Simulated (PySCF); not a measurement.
Compound: C6H6F3O (doublet state).
Geometry (GFN2-xTB, Å), atoms numbered from 1 in this order:
```xyz
16
C6H6F3O angstrom
C      3.336    1.140   -0.179
C      2.587    0.168    0.328
O      1.243    0.189    0.217
C      0.514   -0.800    0.738
C     -0.863   -0.824    0.627
C     -1.658    0.106    0.004
F     -1.147    1.204   -0.596
C     -3.142    0.009   -0.088
F     -3.719   -0.062    1.145
F     -3.534   -1.134   -0.720
H      2.887    1.972   -0.690
H      4.405    1.116   -0.089
H      3.009   -0.686    0.851
H      1.037   -1.596    1.255
H     -1.380   -1.658    1.075
H     -3.580    0.864   -0.623
```

The hyperfine couplings belong to this conformer and change with its torsions.

Identity: `C=CO/C=C\[C](F)C(F)F` [radical].

Level of theory: UKS B3LYP, pcH-1 on C F H O, non-relativistic, mean-field spin-orbit, GIAO (PySCF 2.14.0). Geometry: GFN2-xTB, one conformer, isolated molecule. A GFN2-xTB geometry isn't a minimum of the functional, and hyperfine couplings can be far from their values at a DFT geometry.

Count the α and β electrons and give S(S+1).

Nα = 39, Nβ = 38 (77 in all), and S(S+1) = 0.75 for S = 1/2.

Mulliken spin populations, one withheld:

```csv
atom,bound to,population
C1,"C2, H11, H12",+0.0761
C2,"C1, O3, H13",-0.0394
O3,"C2, C4",+0.0728
C4,"O3, C5, H14",?
C5,"C4, C6, H15",-0.2223
C6,"C5, F7, C8",+0.5432
F7,C6,+0.0432
C8,"C6, F9, F10, H16",-0.0093
F9,C8,+0.0149
F10,C8,+0.0154
H11,C1,-0.0031
H12,C1,-0.0036
H13,C2,+0.0013
H14,C4,-0.0264
H15,C5,+0.0070
H16,C8,-0.0007
```

Fill in the missing population.

1 − (0.4691) gives +0.531, since all populations sum to 2S.

How is the spin shared among the elements?

Carbon +0.88, fluorine +0.07, oxygen +0.07, hydrogen -0.03. The positive populations sum to 1.30, the negative ones to -0.30.

The run gives ⟨S²⟩ = 0.7727. What does that say of the overlap of α and β orbitals, and of the weight of higher spin?

Σ|⟨iα|jβ⟩|² over occupied orbitals = Nβ − [⟨S²⟩ − S(S+1)] = 38 − 0.0227 = 37.9773. If the quartet state (S + 1) were the only admixture, its weight would be 0.0227/(2S + 2) = 0.76 %.

What Fermi-contact NMR shifts do the couplings of C1, C2, C4, C5, C8, H11, H12 imply at 298 K (Curie law, g = gₑ)?

δ = a_FC·h·gₑ μB S(S+1)/(3 g_N μN kT), with k/h = 20836.6 MHz/K:

```json
{"nuclei": "C1", "isotope": "13C", "a_FC (MHz)": "5.35", "g_N": "1.4048", "contact shift (ppm)": "+564"}
{"nuclei": "C2", "isotope": "13C", "a_FC (MHz)": "-6.55", "g_N": "1.4048", "contact shift (ppm)": "-690"}
{"nuclei": "C4", "isotope": "13C", "a_FC (MHz)": "48.01", "g_N": "1.4048", "contact shift (ppm)": "+5059"}
{"nuclei": "C5", "isotope": "13C", "a_FC (MHz)": "-44.27", "g_N": "1.4048", "contact shift (ppm)": "-4665"}
{"nuclei": "C8", "isotope": "13C", "a_FC (MHz)": "-22.62", "g_N": "1.4048", "contact shift (ppm)": "-2383"}
{"nuclei": "H11", "isotope": "1H", "a_FC (MHz)": "-4.62", "g_N": "5.5857", "contact shift (ppm)": "-122"}
{"nuclei": "H12", "isotope": "1H", "a_FC (MHz)": "-5.13", "g_N": "5.5857", "contact shift (ppm)": "-136"}
```

The sign follows the spin density at the nucleus: positive density means a positive shift.

The spin density at the nucleus, in bohr⁻³, is negative for C5 (-0.0394), C8 (-0.0201) and H14 (-0.0085), for instance. A restricted open-shell determinant has no negative spin density anywhere; here it arises because α and β orbitals differ (spin polarisation).

C6, the radical centre as drawn in `C=CO/C=C\[C](F)C(F)F`, holds a spin population of +0.54 out of 1.
